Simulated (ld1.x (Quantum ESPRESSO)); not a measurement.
## Configuration tests for Se (Z = 34) (TM semilocal)

ld1.x (Quantum ESPRESSO) 7.5 input, shortened:

```
&input
   title='Se', zed=34., rel=1, dft='PBE', iswitch=3,
   config='[Ar] 3d10 4s2 4p4'
 /
 &inputp
   pseudotype=1, tm=.true., lloc=0,
   nlcc=.true., new_core_ps=.true.
 /
2
4P  2  1   4.00   0.00  1.55  1.55  0.0
4S  1  0   2.00   0.00  1.15  1.15  0.0
 &test
   configts(1)='4s2 4p4'
 /
```

Energies are relative to the spin-unpolarised reference configuration 4s2 4p4; without spin polarisation the order of configurations can differ from experiment.

```csv
valence configuration,charge,ΔE all-electron (eV),error AE − PS (meV)
4s2 4p3,+1,10.845,-1.2
4s2 4p1,+3,62.061,-29
4s2 4p4.3,-0.3,-1.593,+0.3
4s1 4p4,+1,22.382,-13
4s0 4p6,0,21.964,-43
```

Task: What are ΔE and the potential's error for 4s1 4p5?

Result: ΔE = 10.881 eV all-electron; the error (AE − PS) is -10 meV.

Task: What are ΔE and the potential's error for 4s2 4p2?

Result: ΔE = 31.193 eV all-electron; the error (AE − PS) is -6.5 meV.

Levels in the configuration 4s2 4p1:

| level | all-electron (eV) | pseudo (eV) |
| --- | --- | --- |
| 4s | -49.321 | -49.368 |
| 4p | -36.414 | -36.448 |
